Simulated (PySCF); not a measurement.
SMILES FC[SiH2][Si](F)(F)F (GFN2-xTB optimised geometry):

```
11

F     -2.053    -2.371     1.963
C     -1.502    -1.629     0.939
Si    -0.209    -0.417     1.681
Si     0.747     0.794     0.000
F      0.411     0.384    -1.502
F      2.337     0.794     0.000
F      0.421     2.349     0.000
H     -2.337    -1.125     0.443
H     -1.072    -2.349     0.237
H     -0.910     0.452     2.635
H      0.789    -1.219     2.399
```

Calculation: PBE0/def2-TZVP run with PySCF.

### Question
What are the frontier orbital energies and the dipole moment?

### Answer
HOMO-2 -10.18 eV, HOMO-1 -10.16 eV, HOMO -9.19 eV, LUMO -1.26 eV, LUMO+1 -0.95 eV; dipole moment 1.59 D.

Meta-Löwdin charges at PBE0/def2-TZVP: F1 -0.31, C2 -0.13, Si3 0.31, Si4 1.45, F5 -0.49, F6 -0.49, F7 -0.49, H8 0.13, H9 0.13, H10 -0.05, H11 -0.05.
